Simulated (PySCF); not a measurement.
BiF2, SMILES [F][Bi][F], multiplicity 2. Geometry: B3LYP-D3(BJ)/def2-TZVP. The multiplicity is an assumed one; other spin states were not compared. The isomer is the one that the SMILES or the coordinates give; other isomers of the formula were not compared. The def2 effective core potentials stand for the cores of Bi; spin–orbit coupling is left out.

Computed with B3LYP-D3(BJ)/def2-TZVP (PySCF 2.14.0).

Harmonic wavenumbers (cm⁻¹): 166, 547, 566. Rotational constants (GHz): 8.611, 5.860, 3.487; symmetry number 2.

### Question
Work out the zero-point energy and the ideal-gas rigid-rotor harmonic-oscillator thermochemistry at 298.15 K and 1 atm.

### Answer
ZPE = ½ Σ hcν = ½ × 1279 cm⁻¹ = 1.83 kcal/mol. H − E(el) = 4.82 kcal/mol. Entropy in cal/(mol K): translation 42.41, rotation 23.64, vibration 3.54, spin 1.38, total 70.97. G − E(el) = -16.34 kcal/mol. Cp = 12.08 cal/(mol K).
